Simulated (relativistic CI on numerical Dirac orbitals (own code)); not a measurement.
**Ru7+: M2,3 absorption edge**

Computed with this model: Dirac-Coulomb-Breit CI, separate exchange-only KLI orbitals for each configuration, model QED, valence Slater integrals scaled by 0.8, multiplet model of core-to-valence dipole absorption; configurations [Kr] 4d → [Ne] 3s2 3p5 3d10 4s2 4p6 4d2; 300 K; Lorentzian 3 eV and Gaussian 0.4 eV FWHM. Energies are those of the free ion, without screening or charge transfer. The branching ratio is the share of the lower-energy edge in the whole absorption, uncertain by about 0.02 where the edges overlap. S is read from ⟨S²⟩ = S(S + 1).

Field parameters in Wybourne normalisation: D3d B²₀ = −7Dσ, B⁴₀ = −14Dq − 21Dτ, B⁴₃ = −14√(10/7) Dq; Oh B⁴₀ = 21Dq, B⁴₄ = √(5/14) B⁴₀; Td as Oh with Dq negative (B⁴₀ = 21Dq, B⁴₄ = √(5/14) B⁴₀). The field is a parameter set, without covalency.

free ion: ground-state S = 0.50, centroid 484.05 eV, branching ratio 0.761. Peaks (eV, height): 479.0 (100), 500.0 (30).

Oh, 10Dq = 27300 cm⁻¹: ground-state S = 0.50, centroid 484.81 eV, branching ratio 0.735. Peaks (eV, height): 480.0 (100), 499.0 (36), 502.0 (32).

D3d, 10Dq = 33950, Dσ = 600, Dτ = 200 cm⁻¹: ground-state S = 0.50, centroid 485.03 eV, branching ratio 0.729. Peaks (eV, height): 477.0 (98), 480.5 (100), 499.0 (40), 503.0 (33).

Oh, 10Dq = 39500 cm⁻¹: ground-state S = 0.50, centroid 484.91 eV, branching ratio 0.734. Peaks (eV, height): 476.5 (100), 481.0 (100), 498.5 (40), 503.5 (33).

Td, 10Dq = -14500 cm⁻¹: ground-state S = 0.50, centroid 485.01 eV, branching ratio 0.725. Peaks (eV, height): 479.0 (100), 501.0 (35).

The statistical ratio of this edge is 2/3 = 0.667. Values above it arise where the holes sit mainly in the j = l + 1/2 valence subshell or the ground state has high spin; values below it where core-valence Coulomb terms move weight to the upper edge, as in nearly empty shells.

Strongest unbroadened transitions for Oh, 10Dq = 27300 cm⁻¹:

| Energy (eV) | Relative strength |
| --- | --- |
| 475.96 | 43.6 |
| 476.35 | 24.6 |
| 476.55 | 51.6 |
| 476.90 | 28.5 |
| 477.21 | 50.6 |
| 477.75 | 100.0 |
| 478.32 | 23.6 |
| 478.47 | 21.0 |
| 479.47 | 30.8 |
| 479.51 | 61.9 |
| 479.78 | 60.8 |
| 480.63 | 41.8 |
| 480.88 | 43.4 |
| 481.07 | 25.9 |
| 481.49 | 27.8 |
| 498.89 | 70.4 |
| 500.59 | 32.7 |
| 502.51 | 23.7 |
